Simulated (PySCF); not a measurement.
C8H11: g tensor and hyperfine couplings

Compound: C₈H₁₁ (doublet state).
Atom-mapped SMILES: `[CH2:1]=[C:2][C:3]([CH3:4])([CH:5]=[CH2:6])[CH:7]=[CH2:8]` (hydrogens: H9, H10 on C1; H11, H12, H13 on C4; H14 on C5; H15, H16 on C6; H17 on C7; H18, H19 on C8)

Structure used (GFN2-xTB), in Å, numbered top down from 1:
```
atom  x, y, z in Å
C1     2.5884   -0.0143   -0.6888
C2     1.4961   -0.5702   -0.2759
C3     0.1259   -0.2789    0.1794
C4    -0.2606   -1.2375    1.3167
C5     0.1630    1.1346    0.7295
C6    -0.4857    2.1739    0.2363
C7    -0.7848   -0.3780   -1.0192
C8    -1.9537   -0.9878   -1.0685
H9     2.7374    1.0638   -0.7824
H10    3.4489   -0.6031   -0.9747
H11    0.4979   -1.2055    2.0959
H12   -0.3305   -2.2557    0.9421
H13   -1.2140   -0.9449    1.7497
H14    0.8142    1.2496    1.5860
H15   -0.3903    3.1524    0.6776
H16   -1.1450    2.0943   -0.6110
H17   -0.3932    0.1100   -1.9029
H18   -2.3881   -1.4909   -0.2223
H19   -2.5359   -1.0025   -1.9750
```

The hyperfine couplings belong to this conformer and change with its torsions.

Method: UKS B3LYP, pcH-1 on C H, non-relativistic, mean-field spin-orbit, GIAO (PySCF 2.14.0). One conformer (not necessarily the lowest) at the GFN2-xTB geometry, without solvent, vibrations or thermal averaging. A GFN2-xTB geometry isn't a minimum of the functional, and hyperfine couplings can be far from their values at a DFT geometry. The SCF solution wasn't tested for stability.

- g1, g2, g3: 2.00152, 2.00214, 2.00283
- g_iso: 2.00216
- Form of g: rhombic: the two nearest values differ by 47 % of g3 − g1
- ⟨S²⟩: 0.7586 (exact 0.7500)
- α and β electrons: 30, 29
- Total energy: -311.35060 Eh

Hyperfine couplings atom by atom, in MHz; T1 to T3 are the principal values of the dipolar part; ρ(0) is the spin density at the nucleus:

```csv
atom,isotope,a_iso,T1,T2,T3,Mulliken spin population,ρ(0) (bohr⁻³)
C1,13C,-3.4,-17.3,1.7,15.6,-0.16,-0.0030
C2,13C,266.5,-80.6,-60.7,141.3,0.97,0.2370
C3,13C,12.4,-5.5,-4.2,9.7,-0.03,0.0111
C4,13C,33.1,-2.5,-2.3,4.9,0.01,0.0294
C5,13C,40.0,-7.4,-3.1,10.5,0.01,0.0356
C6,13C,8.4,-4.1,-2.9,7.0,0.05,0.0075
C7,13C,3.7,-1.5,-0.6,2.1,0.00,0.0033
C8,13C,-0.2,-0.8,-0.2,1.0,0.00,-0.0002
H9,1H,175.8,-4.5,-1.8,6.2,0.09,0.0393
H10,1H,116.0,-6.4,-5.2,11.6,0.04,0.0260
H11,1H,-1.2,-4.3,-3.1,7.4,0.00,-0.0003
H12,1H,-1.6,-4.7,-2.8,7.5,0.00,-0.0004
H13,1H,2.6,-2.4,-1.7,4.1,0.00,0.0006
H14,1H,-1.4,-3.7,-2.0,5.7,0.00,-0.0003
H15,1H,4.2,-2.3,-0.9,3.2,0.00,0.0010
H16,1H,-0.2,-1.9,-0.4,2.3,0.00,0.0000
H17,1H,-0.7,-3.5,-2.9,6.4,0.00,-0.0002
H18,1H,0.2,-1.3,-1.1,2.4,0.00,0.0000
H19,1H,0.2,-0.9,-0.8,1.6,0.00,0.0000
```

The largest Mulliken spin populations are on C2 (+0.97), C1 (-0.16) and H9 (+0.09). C2 is the only atom above +0.15.

Axes: g2 points within 15° of the C1–H9 bond.

Under fast tumbling the dipolar parts average out, and these isotropic splittings remain: 1 × 1H (H9, I = 1/2, 2 lines) with 6.27 mT, 1 × 1H (H10, I = 1/2, 2 lines) with 4.14 mT, 2 × 1H (H15/H19, I = 1/2, 3 lines) with 0.08 mT and 2 × 1H (H14/H17, I = 1/2, 3 lines) with 0.04 mT.

Nuclei that the bonding pattern makes equivalent are averaged, as if the motion that swaps them (rotation, inversion, ring flip) were fast.

The 13C coupling of C2 (266.5 MHz) shows only in satellite lines or after enrichment, since that isotope makes up about 1.07 % of natural carbon.
